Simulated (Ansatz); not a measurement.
`C[S][Ge]([CH3])([F])[F]` + H–F → `[CH3][Ge]([F])([F])[F]` + CH₃SH  (ligand exchange at a Ge–S bond)

Computed with Ansatz on PBE0-D4/def2-TZVP structures; ΔE is electronic, products minus reactants. CCSD(T)/CBS adds triple-zeta CCSD(T) − MP2 to the extrapolated MP2 energy (def2 sets, frozen cores). This one scheme is used for every species. Functionals use def2-TZVPP. For Ge outer-core shells are correlated without core-valence functions, which leaves a few kJ/mol of doubt a bond. Scalar relativity is left out up to krypton. Each species was taken in one conformer, which may not be the lowest.

```json
{"level": "CAM-B3LYP-D4", "ΔE (eV)": "-0.32"}
{"level": "B2PLYP", "ΔE (eV)": "-0.32"}
```

What does CCSD(T)/CBS give? (Best estimate.)

Ansatz gave: -0.18 eV. The listed levels differ from it by -0.14, -0.14 eV.

Largest T1 diagnostic among the species: 0.012.

The D4 term adds +0.13 eV with B3LYP and +0.08 eV with PBE0; it sums over pairs of atoms, weighted by their polarisabilities, and B3LYP, whose exchange is more repulsive, gets the larger term. In def2-TZVPP, CCSD(T) changes the Hartree–Fock value by +0.27 eV (the triples alone add +0.04 eV) and MP2 by +0.33 eV. Leaving LDA and LC-ωPBE aside and taking each functional with its dispersion term where it has one, the values, not all of them listed here, spread over 0.22 eV, from B97M-V to revPBE-D4. LDA lies +0.06 eV from PBE without D4.

B3LYP here is the variant with VWN-RPA as its local correlation; programs differ in this.
